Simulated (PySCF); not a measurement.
SMILES S(C)[SiH2]N (CH7NSSi) at its GFN2-xTB optimised geometry (Å):

```
11

C      2.1071     0.1642     1.5501
S      1.7950    -0.7368     0.0000
Si    -0.3513    -0.7368     0.0000
N     -0.8186     0.9183     0.0000
H      1.5863     1.1154     1.5291
H      1.7693    -0.4349     2.3899
H      3.1782     0.3234     1.6142
H     -0.8389    -1.2831     1.2601
H     -0.6807    -1.5603    -1.1561
H     -1.7950     1.1566     0.0588
H     -0.3408     1.5603    -0.6144
```

Method: PySCF with PBE0/def2-TZVP. Cells within 0.4 Å of a nucleus heavier than hydrogen are left out (blank, or x).

Map of the Laplacian of the electron density (e/bohr⁵), clipped to [-1.50, 1.50] on the plane z = 0.0 Å:

```
|5555555555555555555555555|
|5555555555555555555555555|
|5555555555555555555555555|
|5555555555555555555555555|
|5555555555555555555555555|
|5555555555555555555555555|
|5555555555555555555555555|
|5555555556555555555555555|
|5555554143155555555555555|
|555555400xx45555555555555|
|555555554xx45555555555555|
|5555555554345555555555555|
|5555555555565555444555555|
|5555555555999544599455555|
|5555555559xxx6439xx945555|
|55555555579x95449xx545555|
|5555555555797555454455555|
|5555555555555555544555555|
|5555555555555555555555555|
|5555555555555555555555555|
|5555555555555555555555555|
|5555555555555555555555555|
|5555555555555555555555555|
|5555555555555555555555555|
|5555555555555555555555555|
```
Scale: ten equal steps from -1.50 (start of '0') to 1.50 (end of '9'), in the order '0123456789'; x runs from -4.00 to 4.00, y from -4.00 (bottom) to 4.00 (top).
